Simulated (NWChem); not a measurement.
# sulfur trioxide (SO3); SMILES O=S(=O)=O

**Question.** Give the equilibrium geometry at PBE0/def2-SVP (NWChem) as an XYZ file, with the point group.

**Answer.** point group D3h; any orientation.
```
4

O     -1.0192    -1.0192     0.0000
S      0.0000     0.0000     0.0000
O     -0.3731     1.3923     0.0000
O      1.3923    -0.3731     0.0000
```
